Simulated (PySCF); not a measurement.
Cd(OH)(SiH3), SMILES [OH][Cd][SiH3] (H4CdOSi), singlet, PBE0/def2-SVP optimised geometry.

```
7

Cd    -1.39    -1.63     1.97
O     -2.15    -2.58     3.52
H     -1.49    -3.02     4.07
Si    -0.52    -0.40     0.00
H      0.98    -0.40     0.00
H     -0.98     1.03     0.00
H     -0.98    -1.03    -1.28
```

Density from PySCF with PBE0/def2-TZVP, def2 effective core potentials past Kr at that geometry. The core electrons that the potentials of Cd replace are not part of the density.

Minimum of the electron density along straight lines between bonded atoms, close to the bond critical point (lines longer than 1.1 times the sum of covalent radii, or with two minima, are not listed):

```json
[
 {"bond": "Cd1–O2", "length / Å": "1.978", "ρ at the minimum / e bohr⁻³": "0.115", "∇²ρ there / e bohr⁻⁵": "0.56", "position (fraction from the first atom)": "0.52"},
 {"bond": "O2–H3", "length / Å": "0.963", "ρ at the minimum / e bohr⁻³": "0.357", "∇²ρ there / e bohr⁻⁵": "-2.34", "position (fraction from the first atom)": "0.80"},
 {"bond": "Cd1–Si4", "length / Å": "2.475", "ρ at the minimum / e bohr⁻³": "0.075", "∇²ρ there / e bohr⁻⁵": "-0.03", "position (fraction from the first atom)": "0.52"},
 {"bond": "Si4–H5", "length / Å": "1.497", "ρ at the minimum / e bohr⁻³": "0.116", "∇²ρ there / e bohr⁻⁵": "0.15", "position (fraction from the first atom)": "0.49"},
 {"bond": "Si4–H6", "length / Å": "1.497", "ρ at the minimum / e bohr⁻³": "0.117", "∇²ρ there / e bohr⁻⁵": "0.15", "position (fraction from the first atom)": "0.49"},
 {"bond": "Si4–H7", "length / Å": "1.497", "ρ at the minimum / e bohr⁻³": "0.117", "∇²ρ there / e bohr⁻⁵": "0.15", "position (fraction from the first atom)": "0.49"}
]
```
